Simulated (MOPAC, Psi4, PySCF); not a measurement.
Torsional profile of C6H4O3S, SMILES O=Cc1ccc(C(=O)O)s1. Scanned: dihedral O1–C2–C3–S10; all other coordinates were relaxed at GFN2-xTB. Points at φ and −φ are mirror images.

Atom numbering (GFN2-xTB optimised geometry, Å):
```
14

O     -2.8499     1.1534     1.9368
C     -2.6974     0.4052     1.0050
C     -1.4325     0.1071     0.3647
C     -1.2145    -0.7413    -0.7033
C      0.1268    -0.8026    -1.0773
C      0.9264     0.0003    -0.2917
C      2.3744     0.1599    -0.4240
O      3.0505    -0.3994    -1.2494
O      2.8767     1.0074     0.4846
S      0.0349     0.8398     0.9161
H     -3.5502    -0.1348     0.5475
H     -2.0027    -1.2904    -1.1866
H      0.5215    -1.3977    -1.8806
H      3.8361     1.0931     0.3726
```

Computed with: RHF/6-31G* = restricted Hartree-Fock/6-31G*, spherical d, density fitting // GFN2-xTB (PySCF 2.14.0); PM3, restricted, heats of formation // GFN2-xTB (MOPAC); RKS-B3LYP/3-21G = restricted B3LYP/3-21G, density fitting // GFN2-xTB (PySCF 2.14.0); RKS-B3LYP/6-311+G** = restricted B3LYP/6-311+G**, spherical d, density fitting // GFN2-xTB run with PySCF; PBE/def2-SVP // GFN2-xTB (Psi4); PBE-D3(BJ)/def2-SVP // GFN2-xTB (Psi4).

Energies in mEh, each method relative to its own lowest point.

| φ / ° | RHF/6-31G* | PM3 | RKS-B3LYP/3-21G | RKS-B3LYP/6-311+G** | PBE/def2-SVP | PBE-D3(BJ)/def2-SVP |
|---|---|---|---|---|---|---|
| -160 | 3.2 | 0.5 | 3.7 | 3.0 | 2.7 | 2.7 |
| -140 | 6.6 | 1.6 | 8.8 | 6.7 | 7.1 | 7.1 |
| -120 | 10.8 | 2.8 | 15.2 | 11.6 | 13.0 | 13.1 |
| -100 | 13.5 | 2.9 | 20.1 | 15.6 | 17.9 | 17.9 |
| -80 | 13.4 | 3.1 | 20.1 | 15.4 | 17.8 | 17.9 |
| -60 | 10.4 | 3.4 | 15.1 | 11.3 | 13.2 | 13.2 |
| -40 | 5.7 | 3.3 | 8.2 | 5.9 | 6.9 | 7.0 |
| -20 | 1.6 | 3.3 | 2.3 | 1.6 | 1.9 | 1.9 |
| 0 | 0.0 | 3.3 | 0.0 | 0.0 | 0.0 | 0.0 |
| 20 | 1.6 | 3.3 | 2.3 | 1.6 | 1.9 | 1.9 |
| 40 | 5.7 | 3.3 | 8.2 | 5.9 | 6.9 | 7.0 |
| 60 | 10.4 | 3.4 | 15.1 | 11.3 | 13.2 | 13.2 |
| 80 | 13.4 | 3.1 | 20.1 | 15.4 | 17.8 | 17.9 |
| 100 | 13.5 | 2.9 | 20.1 | 15.6 | 17.9 | 17.9 |
| 120 | 10.8 | 2.8 | 15.2 | 11.6 | 13.0 | 13.1 |
| 140 | 6.6 | 1.6 | 8.8 | 6.7 | 7.1 | 7.1 |
| 160 | 3.2 | 0.5 | 3.7 | 3.0 | 2.7 | 2.7 |
| 180 | 2.0 | 0.0 | 1.8 | 1.7 | 1.1 | 1.1 |

Root-mean-square difference from the PBE-D3(BJ)/def2-SVP profile, itself a level with limits, after the best constant shift (mEh): RHF/6-31G* 1.8, PM3 6.0, RKS-B3LYP/3-21G 0.7, RKS-B3LYP/6-311+G** 1.0, PBE/def2-SVP 0.0.
